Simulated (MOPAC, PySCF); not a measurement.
C2H6N2, SMILES `N(/[H])=C/NC` (C–N–C–N torsion 6°), neutral singlet in the gas phase. 

Z-matrix (Å, degrees):
```
N
H 1 1.0043
C 1 1.3676 2 117.33
N 3 1.2736 1 128.92 2 169.79
H 4 1.0194 3 112.48 1 -1.51
H 3 1.0906 4 118.40 5 179.83
C 1 1.4453 2 118.14 3 164.11
H 7 1.0880 1 109.09 2 16.27
H 7 1.0930 8 108.00 1 -120.47
H 7 1.0957 8 108.56 9 -117.03
```
Charge 0, multiplicity 1.

All levels are single points at this geometry (B3LYP-D3(BJ)/def2-TZVP); Pople sets use spherical d functions. Orbital energies aren't observables, and empty levels follow the basis.

HF/3-21G in PySCF gives dipole (D) = 3.96.

Problem. Estimate the dipole (D) from each of these levels: TPSSh-D3(BJ)/def2-TZVP in PySCF; B3LYP/6-311+G** in PySCF; BP86/6-31G* in PySCF; PBE/6-31G* in PySCF; AM1 in MOPAC.

Solution. 
```json
[
 {"level": "TPSSh-D3(BJ)/def2-TZVP in PySCF", "dipole (D)": "3.90"},
 {"level": "B3LYP/6-311+G** in PySCF", "dipole (D)": "4.05"},
 {"level": "BP86/6-31G* in PySCF", "dipole (D)": "3.80"},
 {"level": "PBE/6-31G* in PySCF", "dipole (D)": "3.78"},
 {"level": "AM1 in MOPAC", "dipole (D)": "3.24"}
]
```
